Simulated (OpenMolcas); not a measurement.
# Cr2+, Mo2+, W2+: d⁴ down the group

```
Program             : OpenMolcas 26.06
Method              : CASSCF
Basis               : ANO-RCC-VQZP
Scalar Hamiltonian  : DKH2, point nucleus
Spin-orbit coupling : state interaction with AMFI integrals over the reference wave functions, term energies averaged over their components
```

Active space for each ion: 4 electrons in 6 orbitals (d s).

Computed levels in cm-1 above ⁵D₀:

```json
{"Level": "⁵D₁", "Cr2+": "70.4", "Mo2+": "233", "W2+": "2172"}
{"Level": "⁵D₂", "Cr2+": "209", "Mo2+": "659", "W2+": "4489"}
{"Level": "⁵D₃", "Cr2+": "411", "Mo2+": "1229", "W2+": "6498"}
{"Level": "⁵D₄", "Cr2+": "673", "Mo2+": "1908", "W2+": "8170"}
{"Level": "³H₅", "Cr2+": "21253", "Mo2+": "16616", "W2+": "19707"}
{"Level": "³H₆", "Cr2+": "21420", "Mo2+": "17124", "W2+": "21719"}
{"Level": "³P₀(1)", "Cr2+": "22855", "Mo2+": "15017", "W2+": "11740"}
{"Level": "³P₁(1)", "Cr2+": "23278", "Mo2+": "16255", "W2+": "14963"}
{"Level": "³P₂(1)", "Cr2+": "24054", "Mo2+": "18221", "W2+": "19305"}
{"Level": "weight of ⁵D in the lowest level (%)", "Cr2+": "100", "Mo2+": "99", "W2+": "72"}
```

Mixed levels, with the weight of the term that names them: W2+ ⁵D₀ (72 %), W2+ ³H₅ (51 %), W2+ ³P₀(1) (67 %), W2+ ³P₂(1) (74 %).

Measured, with the error of the calculation in %. Measured levels: Cr2+ from Sugar and Corliss, J. Phys. Chem. Ref. Data 6, 317 (1977); Mo2+ from Sugar and Musgrove, J. Phys. Chem. Ref. Data 17, 155 (1988); W2+ from NIST levels as listed in McCann et al., Mon. Not. R. Astron. Soc. 538, 537 (2025).

```csv
Level,Cr2+,Mo2+,W2+
⁵D₁,62.2 (+13.2),242 (-3.6),2256 (-3.7)
⁵D₂,183 (+14.1),668 (-1.4),4461 (+0.6)
⁵D₃,357 (+15.4),1224 (+0.4),6278 (+3.5)
⁵D₄,576 (+16.8),1872 (+1.9),7687 (+6.3)
³H₅,17397 (+22.2),13276 (+25.2),
³H₆,17531 (+22.2),13811 (+24.0),
³P₀(1),16771 (+36.3),11149 (+34.7),9904 (+18.5)
³P₁(1),17169 (+35.6),12510 (+29.9),12881 (+16.2)
³P₂(1),17851 (+34.7),14358 (+26.9),
```

The fine-structure level ⁵D₄ changes by a factor of 12.1 from Cr2+ to W2+.

Without spin-orbit coupling ³H lies 20880, 15567, 14121 cm-1 above ⁵D in that order; the difference to the level ³H₅, of either sign, comes from spin-orbit coupling, which also lowers the zero.

Without dynamic correlation excited terms often stand tens of per cent too high (terms of higher spin than the ground term too low), and those without a measured partner can miss by more than the paired ones. Terms from blocks run as CI alone lack orbitals of their own. Configurations are named by rounded mean occupations; where the s occupation lies near a half they are strongly mixed, a name can repeat and a true partner stay unpaired (holds for Mo2+; W2+). Some high roots are left out of the spin-orbit mixing, which shifts the levels that they would mix with (holds for W2+). Computed and measured levels are paired by configuration, term and J; levels that our copy of the source lacks, or whose pairing is in doubt (as where it misses far off the trend of its configuration), stay unpaired and out of the deviations. Levels of configurations outside the active space are missing.

A number in round brackets counts repeated terms of one configuration in the order of the reference energies.
